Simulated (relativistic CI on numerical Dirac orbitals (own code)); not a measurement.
**Forbidden transitions in Rh²⁷⁺**

These numbers are calculated, not measured: Dirac-Coulomb-Breit CI, KLI orbitals optimised for each configuration, model QED, unscaled Slater integrals (own radial code, finite nucleus).

Configurations in the expansion (outside the closed core [Ne]): 3s2 3p6, 3s2 3p5 3d, 3s 3p6 3d, 3s2 3p5 4s, 3s2 3p5 4p, 3s2 3p5 4d, 3s 3p6 4s, 3p6 3d 4p, 3p6 3d2, 3p5 3d3, 3p5 3d2 4s, 3p5 3d2 4p, 3p5 3d2 4d, 3p6 3d 4s, 3p5 3d 4s2, 3p5 3d 4s 4p, 3p5 3d 4s 4d. Double excitations out of closed p, d and f shells are left out; levels of such configurations are missing from the list, as are those of other unlisted configurations, and high levels can miss mixing partners.

```
λ vac (nm)                  Lower                   Upper  Type   A (s⁻¹)        gf  Branching (%)
    2.0590   3s2 3p5 3d 3P°_2 [5]  3s2 3p5 4s 3P°_0 [125]    E2  4.96e+07  3.15e-06            2.3
    2.1409   3s2 3p5 3d 3P°_0 [2]   3s2 3p5 4s 3P°_2 [91]    E2  5.22e+07  1.79e-05            2.5
    2.1532   3s2 3p5 3d 3P°_1 [3]   3s2 3p5 4s 3P°_2 [91]    E2  1.46e+08  5.07e-05            7.0
    2.1668  3s2 3p5 3d 3F°_2 [10]  3s2 3p5 4s 3P°_0 [125]    E2  4.90e+08  3.45e-05           22.6
    2.1731   3s2 3p5 3d 3F°_3 [4]   3s2 3p5 4s 3P°_2 [91]    E2  1.54e+08  5.45e-05            7.4
    2.1763   3s2 3p5 3d 3P°_2 [5]   3s2 3p5 4s 3P°_2 [91]    E2  2.21e+08  7.85e-05           10.6
    2.1833      3p6 3d2 3F_2 [18]    3p6 3d 4s 3D_2 [166]    E2  2.39e+08  8.54e-05            n/a
    2.1850   3s2 3p5 3d 3F°_4 [6]   3s2 3p5 4s 3P°_2 [91]    E2  4.17e+08  1.49e-04           20.1
    2.1855      3p6 3d2 3F_2 [18]    3p6 3d 4s 3D_1 [165]    E2  3.84e+08  8.26e-05            n/a
    2.1965  3s2 3p5 3d 3D°_2 [11]  3s2 3p5 4s 3P°_0 [125]    E2  6.03e+08  4.36e-05           27.8
    2.2042      3p6 3d2 3F_3 [19]    3p6 3d 4s 3D_2 [166]    E2  2.44e+08  8.88e-05            n/a
    2.2065      3p6 3d2 3F_3 [19]    3p6 3d 4s 3D_1 [165]    E2  2.29e+08  5.01e-05            n/a
    2.2209   3s2 3p5 3d 3D°_3 [8]   3s2 3p5 4s 3P°_2 [91]    E2  1.45e+08  5.36e-05            7.0
    2.2326      3p6 3d2 1D_2 [22]    3p6 3d 4s 3D_1 [165]    E2  1.30e+08  2.92e-05            n/a
    2.2391      3p6 3d2 3P_1 [23]    3p6 3d 4s 3D_1 [165]    E2  2.05e+08  4.62e-05            n/a
    2.2471   3s2 3p5 3d 3F°_4 [6]      3p5 3d3 3H°_6 [67]    E2  2.52e+03  2.48e-09            n/a
    2.2565   3s2 3p5 3d 3F°_4 [6]      3p5 3d3 3H°_6 [63]    E2  1.06e+05  1.05e-07            n/a
    2.2901   3s2 3p5 3d 3F°_4 [6]      3p5 3d3 3I°_6 [50]    E2  5.58e+04  5.70e-08            n/a
    2.3221   3s2 3p5 3d 3F°_4 [6]      3p5 3d3 5G°_6 [38]    E2  3.82e+04  4.02e-08            n/a
    4.2299    3s 3p6 3d 1D_2 [17]       3p6 3d2 1S_0 [26]    E2  4.89e+07  1.31e-05            n/a
    4.3159    3s 3p6 3d 3D_1 [14]       3p6 3d2 3P_1 [23]    E2  1.98e+07  1.66e-05            n/a
    4.3935    3s 3p6 3d 3D_2 [15]       3p6 3d2 3P_0 [21]    E2  3.96e+07  1.15e-05            n/a
    4.4196    3s 3p6 3d 3D_3 [16]       3p6 3d2 3P_1 [23]    E2  1.79e+07  1.57e-05            n/a
    4.4719    3s 3p6 3d 3D_2 [15]       3p6 3d2 3F_3 [19]    E2  1.72e+07  3.62e-05            n/a
    4.4809    3s 3p6 3d 3D_3 [16]       3p6 3d2 3F_4 [20]    E2  2.67e+07  7.22e-05            n/a
    4.4944    3s 3p6 3d 1D_2 [17]       3p6 3d2 1G_4 [24]    E2  3.09e+07  8.42e-05            n/a
    9.0962       3s2 3p6 1S_0 [1]    3s2 3p5 3d 1D°_2 [7]    M2  1.59e+03  9.88e-09           37.4
    28.299   3s2 3p5 3d 3P°_1 [3]   3s2 3p5 3d 3D°_2 [11]    M1  1.94e+04  1.16e-06            7.5
    32.883   3s2 3p5 3d 3P°_2 [5]   3s2 3p5 3d 3D°_2 [11]    M1  3.51e+04  2.84e-06           13.6
    32.934   3s2 3p5 3d 3F°_4 [6]   3s2 3p5 3d 1F°_3 [12]    M1  2.40e+05  2.73e-05           68.6
    34.363   3s2 3p5 3d 3P°_1 [3]   3s2 3p5 3d 3F°_2 [10]    M1  1.17e+04  1.03e-06            4.4
    34.377     3p5 3d3 3I°_7 [53]     3p5 3d3 1I°_6 [107]    M1  1.96e+05  4.51e-05            n/a
    35.480   3s2 3p5 3d 1D°_2 [7]   3s2 3p5 3d 1F°_3 [12]    M1  2.53e+04  3.34e-06            7.2
    37.859   3s2 3p5 3d 1D°_2 [7]   3s2 3p5 3d 3D°_2 [11]    M1  9.57e+04  1.03e-05           37.1
    40.244   3s2 3p5 3d 3F°_3 [4]   3s2 3p5 3d 3F°_2 [10]    M1  1.86e+05  2.26e-05           70.3
    41.365   3s2 3p5 3d 3P°_2 [5]   3s2 3p5 3d 3F°_2 [10]    M1  4.58e+04  5.88e-06           17.3
    42.318     3p5 3d3 3H°_6 [67]     3p5 3d3 1I°_6 [107]    M1  7.63e+04  2.66e-05            n/a
    43.553   3s2 3p5 3d 3D°_3 [8]   3s2 3p5 3d 1F°_3 [12]    M1  7.14e+04  1.42e-05           20.4
    47.194   3s2 3p5 3d 3D°_3 [8]   3s2 3p5 3d 3D°_2 [11]    M1  7.01e+04  1.17e-05           27.2
    49.559   3s2 3p5 3d 1D°_2 [7]   3s2 3p5 3d 3F°_2 [10]    M1  1.82e+04  3.35e-06            6.9
    65.481     3p5 3d3 3G°_5 [82]     3p5 3d3 1I°_6 [107]    M1  1.71e+04  1.43e-05            n/a
    73.364   3s2 3p5 3d 3D°_1 [9]   3s2 3p5 3d 3D°_2 [11]    M1  3.37e+04  1.36e-05           13.1
    101.06   3s2 3p5 3d 3F°_3 [4]    3s2 3p5 3d 3D°_3 [8]    M1  2.08e+03  2.23e-06           30.8
    108.44   3s2 3p5 3d 3P°_2 [5]    3s2 3p5 3d 3D°_3 [8]    M1  4.50e+03  5.55e-06           66.7
    112.07   3s2 3p5 3d 3P°_1 [3]    3s2 3p5 3d 1D°_2 [7]    M1  1.54e+03  1.45e-06           36.0
```

Terms are leading LS components. Brackets give the number of a level in order of energy, since labels repeat. The list gives strong lines, with weight on those to low levels, among the lowest 200 of 1246 levels, so that lines to higher ones, which can be the strongest, are missing. Levels whose partners in the same complex of configurations lie outside the list can be far off, and so can their lines. Rates are taken at the computed energies, electric ones in the length gauge.

At this charge energies of transitions that change n are usually good to better than 1 %, and those within a shell (Δn = 0) to a few per cent.

LS names give the leading component of a level, which can be under half, so a name can repeat, a term be missing and a line seem to break the LS rules.
